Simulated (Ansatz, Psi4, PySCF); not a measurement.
System: C4H2ClO, charge 0, multiplicity 2. SMILES: c1(coc[c]1)Cl
Geometry: optimised at B3LYP-D3(BJ)/def2-TZVP (Ansatz, an electronic-structure program).

Property: size of the dipole moment, in D. Terms: 6-311+G** with 5d, 6d on Na to Ar in Ansatz; UHF or UKS for open shells; no dispersion term unless named; non-relativistic; spin-orbit terms left out; 6-31G* and kin with 6d, 5d where marked. Ab initio and DFT rows: single points at B3LYP-D3(BJ) geometries (Ansatz).

```
level               program  size of the dipole moment (D)
------------------  -------  -----------------------------
PBE/3-21G            Ansatz                           1.40
PBE/6-311+G**        Ansatz                           1.15
PBE0/6-311+G**       Ansatz                           1.13
M06-2X/6-311+G**      PySCF                           1.11
wB97X-D/6-311+G**      Psi4                           1.15
B3PW91/6-31G* (5d)    PySCF                           1.27
```

No value to compare with is used here. The 6 habitual levels span 1.11 (M06-2X/6-311+G**) to 1.40 D (PBE/3-21G).

The levels are drawn from those run, B3LYP/6-31G* more often than the rest, none by its result; left out are runs that failed, that the program found above a lower state of the same kind, or whose <S^2> lies over 0.5 above the pure value.
